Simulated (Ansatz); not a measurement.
Ansatz (a program for electronic structure) input (SVWN5/6-31G*):

Ansatz 0.2 input:
```yaml
crystal:
  periodic: [false, false, false]
  atoms:
    - {symbol: Se, position_ang: [-0.90749100, -0.00375800, 0.70316500]}
    - {symbol: Se, position_ang: [0.90749100, 0.00375800, -0.70316500]}
    - {symbol: H, position_ang: [-1.85026200, -0.03139300, -0.43895900]}
    - {symbol: H, position_ang: [1.85026200, 0.03139300, 0.43895900]}
basis:
  gaussian:
    orbitals: 6-31G*
hamiltonian:
  xc: {name: SVWN5}
total_charge: 1
magnetization: {spin_polarized: true, initial_magnetization: 1}
output: {forces: true}
```

Output:

```
Functional definition: SVWN5
integrals: 0.03 GiB planned
832 factors; their error is unknown
mean field: 0.19 GiB planned
mean field evaluation 1: about -130520.8603 eV, gradient 1.3e1 eV
mean field evaluation 2: about -130520.8261 eV, gradient 1.5e1 eV
mean field evaluation 4: about -130522.0804 eV, gradient 2.4e-1 eV
mean field evaluation 8: about -130522.0129 eV, gradient 2.6e-1 eV
mean field evaluation 16: about -130522.0130 eV, gradient 2.3e-5 eV
mean field -130522.01297850 eV, -4796.5955059618 hartree, gradient 2.3e-5 eV, S^2 0.750698; 0 other end points of the search recorded, 0 dependent functions left out
the calculation of the forces begins
reference -130522.01300516 eV, -4796.5955069416 hartree; 35, 34 occupied and 39, 40 virtual orbitals, 832 factors
Total energy: -130522.01300516 eV, -4796.5955069416 hartree
Atom 0 at    -0.907491    -0.003758     0.703165 Å, force     0.404710     0.007781     0.168149 eV/Å
Atom 1 at     0.907491     0.003758    -0.703165 Å, force    -0.404710    -0.007781    -0.168149 eV/Å
Atom 2 at    -1.850262    -0.031393    -0.438959 Å, force    -0.202378    -0.006428    -0.284288 eV/Å
Atom 3 at     1.850262     0.031393     0.438959 Å, force     0.202378     0.006428     0.284288 eV/Å
Dipole moment:    -0.000000    -0.000000    -0.000000 e Å
```

The dipole moment of an ion depends on the origin.

The geometry given is a B3LYP-D3(BJ)/def2-TZVP minimum.
